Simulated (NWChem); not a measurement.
Program: NWChem. System: BCl, charge 0, spin multiplicity 1, displaced from the optimised geometry. The structure started from a generated list of species.

The NWChem input:

```
start mol
memory heap 200 mb stack 900 mb global 1100 mb
geometry units angstroms nocenter noautoz noautosym
  B      0.000000     0.000000    -3.907384
  Cl     0.000000     0.000000     0.390738
end
basis spherical
  * library cc-pvdz
end
dft
  xc xpbe96 cpbe96
  semidirect memsize 60000000 filesize 0
  iterations 100
end
task dft energy
```

The output up to the point where the run's verdict is printed (cleaned and shortened):

```
             Northwest Computational Chemistry Package (NWChem) 7.3.0
             --------------------------------------------------------

                                NWChem Input Module
                                -------------------

 Scaling coordinates for geometry "geometry" by  1.889725989
 (inverse scale =  0.529177249)

                             Geometry "geometry" -> ""
                             -------------------------

 Output coordinates in angstroms (scale by  1.889725989 to convert to a.u.)

  No.       Tag          Charge          X              Y              Z
 ---- ---------------- ---------- -------------- -------------- --------------
    1 B                    5.0000     0.00000000     0.00000000    -3.90738400
    2 Cl                  17.0000     0.00000000     0.00000000     0.39073800

 Effective nuclear repulsion energy (a.u.)      10.4650510537

            Nuclear Dipole moment (a.u.)
            ----------------------------
        X                 Y               Z
 ---------------- ---------------- ----------------
     0.0000000000     0.0000000000   -24.3668336543


 Summary of "ao basis" -> "" (spherical)
 ------------------------------------------------------------------------------
       Tag                 Description            Shells   Functions and Types
 ---------------- ------------------------------  ------  ---------------------
 *                          cc-pvdz                   on all atoms

  pbe96 is a nonlocal functional; adding pw91lda local functional.

                                 NWChem DFT Module
                                 -----------------

 Summary of "ao basis" -> "ao basis" (spherical)
 ------------------------------------------------------------------------------
       Tag                 Description            Shells   Functions and Types
 ---------------- ------------------------------  ------  ---------------------
 B                          cc-pvdz                  6       14   3s2p1d
 Cl                         cc-pvdz                  8       18   4s3p1d

 Summary of "ao basis" -> "ao basis" (spherical)
[...]
 d= 0,ls=0.5,diis    52   -484.5526936622  5.04D-05  4.36D-04  7.00D-02     2.1
 d= 0,ls=0.5,diis    53   -484.5543933863 -1.70D-03  2.69D-04  6.42D-02     2.1
 d= 0,ls=0.5,diis    54   -484.5540291474  3.64D-04  1.07D-03  6.55D-02     2.1
 d= 0,ls=0.5,diis    55   -484.5488060622  5.22D-03  1.87D-03  8.12D-02     2.2
 d= 0,ls=0.5,diis    56   -484.5381628412  1.06D-02  6.89D-04  1.11D-01     2.2
 d= 0,ls=0.5,diis    57   -484.5361239200  2.04D-03  5.81D-04  1.11D-01     2.2
 d= 0,ls=0.5,diis    58   -484.5374677896 -1.34D-03  7.46D-04  1.03D-01     2.3
 d= 0,ls=0.5,diis    59   -484.5409047232 -3.44D-03  5.87D-04  9.32D-02     2.3
 d= 0,ls=0.5,diis    60   -484.5379510441  2.95D-03  2.81D-03  1.02D-01     2.3
 d= 0,ls=0.5,diis    61   -484.5203749013  1.76D-02  8.16D-04  1.50D-01     2.4
 d= 0,ls=0.5,diis    62   -484.5193651519  1.01D-03  1.21D-03  1.41D-01     2.4
 d= 0,ls=0.5,diis    63   -484.5253895994 -6.02D-03  2.29D-03  1.19D-01     2.4
 d= 0,ls=0.5,diis    64   -484.5388502171 -1.35D-02  2.25D-03  8.53D-02     2.5
 d= 0,ls=0.5,diis    65   -484.5272879186  1.16D-02  8.94D-04  1.25D-01     2.5
 d= 0,ls=0.5,diis    66   -484.5224024216  4.89D-03  5.06D-03  1.35D-01     2.5
 d= 0,ls=0.5,diis    67   -484.5506350015 -2.82D-02  5.78D-03  5.48D-02     2.6
 d= 0,ls=0.5,diis    68   -484.5717782225 -2.11D-02  1.93D-03  8.34D-03     2.6
 d= 0,ls=0.5,diis    69   -484.5725564928 -7.78D-04  8.43D-04  9.60D-03     2.6
 d= 0,ls=0.5,diis    70   -484.5728829017 -3.26D-04  7.74D-04  1.07D-02     2.7
 d= 0,ls=0.5,diis    71   -484.5715435636  1.34D-03  8.56D-04  1.68D-02     2.7
 d= 0,ls=0.5,diis    72   -484.5691263390  2.42D-03  3.27D-04  2.58D-02     2.7
 d= 0,ls=0.5,diis    73   -484.5698425013 -7.16D-04  8.85D-05  2.26D-02     2.8
 d= 0,ls=0.5,diis    74   -484.5698978293 -5.53D-05  6.21D-04  2.25D-02     2.8
 d= 0,ls=0.5,diis    75   -484.5679167582  1.98D-03  6.96D-04  2.97D-02     2.8
 d= 0,ls=0.5,diis    76   -484.5653581734  2.56D-03  6.20D-04  3.81D-02     2.9
 d= 0,ls=0.5,diis    77   -484.5628623593  2.50D-03  4.10D-04  4.57D-02     2.9
 d= 0,ls=0.5,diis    78   -484.5612486619  1.61D-03  5.28D-04  4.99D-02     2.9
 d= 0,ls=0.5,diis    79   -484.5589067063  2.34D-03  5.35D-04  5.63D-02     3.0
 d= 0,ls=0.5,diis    80   -484.5564693176  2.44D-03  4.50D-04  6.29D-02     3.0
 d= 0,ls=0.5,diis    81   -484.5579577289 -1.49D-03  1.73D-04  5.66D-02     3.0
 d= 0,ls=0.5,diis    82   -484.5586584813 -7.01D-04  3.78D-04  5.40D-02     3.1
 d= 0,ls=0.5,diis    83   -484.5569851653  1.67D-03  6.53D-04  5.97D-02     3.1
 d= 0,ls=0.5,diis    84   -484.5598069996 -2.82D-03  4.96D-04  5.01D-02     3.1
 d= 0,ls=0.5,diis    85   -484.5619539094 -2.15D-03  1.38D-03  4.38D-02     3.2
 d= 0,ls=0.5,diis    86   -484.5559392533  6.01D-03  1.60D-03  6.50D-02     3.2
 d= 0,ls=0.5,diis    87   -484.5474539246  8.49D-03  8.90D-04  9.03D-02     3.2
 d= 0,ls=0.5,diis    88   -484.5506314025 -3.18D-03  1.35D-03  7.50D-02     3.3
 d= 0,ls=0.5,diis    89   -484.5432636204  7.37D-03  1.14D-03  9.68D-02     3.3
 d= 0,ls=0.5,diis    90   -484.5486401328 -5.38D-03  1.03D-03  7.66D-02     3.3
 d= 0,ls=0.5,diis    91   -484.5539474977 -5.31D-03  9.53D-04  6.12D-02     3.4
 d= 0,ls=0.5,diis    92   -484.5585323453 -4.58D-03  3.72D-04  4.94D-02     3.4
 d= 0,ls=0.5,diis    93   -484.5588383241 -3.06D-04  2.67D-04  5.09D-02     3.4
 d= 0,ls=0.5,diis    94   -484.5582951961  5.43D-04  2.40D-04  5.41D-02     3.5
 d= 0,ls=0.5,diis    95   -484.5572979277  9.97D-04  2.41D-03  5.78D-02     3.5
 d= 0,ls=0.5,diis    96   -484.5447955425  1.25D-02  1.58D-03  9.71D-02     3.5
 d= 0,ls=0.5,diis    97   -484.5352944566  9.50D-03  7.42D-04  1.20D-01     3.6
 d= 0,ls=0.5,diis    98   -484.5350788785  2.16D-04  4.08D-04  1.12D-01     3.6
 d= 0,ls=0.5,diis    99   -484.5353273991 -2.49D-04  5.90D-04  1.08D-01     3.6
 d= 0,ls=0.5,diis   100   -484.5382545583 -2.93D-03  1.71D-04  9.75D-02     3.7
```

The run did not converge; its last values are not results. The next line reads: Calculation failed to converge. NWChem stopped with the message: dft energy failed.
